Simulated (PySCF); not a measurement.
Radial density of Co(2+) (cobalt, charge +2)

UHF, [Ar] 3d7, high-spin 4F determinant. All numbers are calculated (PySCF 2.14, the spin-free X2C one-electron Hamiltonian (Gaussian nucleus), in cc-pVTZ-DK (7s6p4d2f1g, 68 functions)).

```json
{"r (bohr)": "0.000997", "4πr²ρ (e/bohr)": "0.2423", "4πr²(ρα − ρβ)": "0.0000"}
{"r (bohr)": "0.00168", "4πr²ρ (e/bohr)": "0.6091", "4πr²(ρα − ρβ)": "0.0000"}
{"r (bohr)": "0.00282", "4πr²ρ (e/bohr)": "1.499", "4πr²(ρα − ρβ)": "0.0000"}
{"r (bohr)": "0.00474", "4πr²ρ (e/bohr)": "3.558", "4πr²(ρα − ρβ)": "0.0000"}
{"r (bohr)": "0.00798", "4πr²ρ (e/bohr)": "7.949", "4πr²(ρα − ρβ)": "0.0000"}
{"r (bohr)": "0.0134", "4πr²ρ (e/bohr)": "15.95", "4πr²(ρα − ρβ)": "0.0000"}
{"r (bohr)": "0.0226", "4πr²ρ (e/bohr)": "26.58", "4πr²(ρα − ρβ)": "0.0001"}
{"r (bohr)": "0.0380", "4πr²ρ (e/bohr)": "32.72", "4πr²(ρα − ρβ)": "0.0009"}
{"r (bohr)": "0.0639", "4πr²ρ (e/bohr)": "27.82", "4πr²(ρα − ρβ)": "0.0053"}
{"r (bohr)": "0.107", "4πr²ρ (e/bohr)": "27.53", "4πr²(ρα − ρβ)": "0.0352"}
{"r (bohr)": "0.181", "4πr²ρ (e/bohr)": "36.72", "4πr²(ρα − ρβ)": "0.2295"}
{"r (bohr)": "0.304", "4πr²ρ (e/bohr)": "21.05", "4πr²(ρα − ρβ)": "1.0930"}
{"r (bohr)": "0.511", "4πr²ρ (e/bohr)": "16.15", "4πr²(ρα − ρβ)": "2.7044"}
{"r (bohr)": "0.860", "4πr²ρ (e/bohr)": "15.63", "4πr²(ρα − ρβ)": "2.7162"}
{"r (bohr)": "1.45", "4πr²ρ (e/bohr)": "3.874", "4πr²(ρα − ρβ)": "0.9794"}
{"r (bohr)": "2.43", "4πr²ρ (e/bohr)": "0.3345", "4πr²(ρα − ρβ)": "0.0983"}
{"r (bohr)": "4.09", "4πr²ρ (e/bohr)": "0.004523", "4πr²(ρα − ρβ)": "0.0007"}
{"r (bohr)": "6.88", "4πr²ρ (e/bohr)": "1.122e-05", "4πr²(ρα − ρβ)": "0.0000"}
```

Densities and radii are taken from the X2C orbitals without a picture-change correction, which distorts them close to the nucleus.
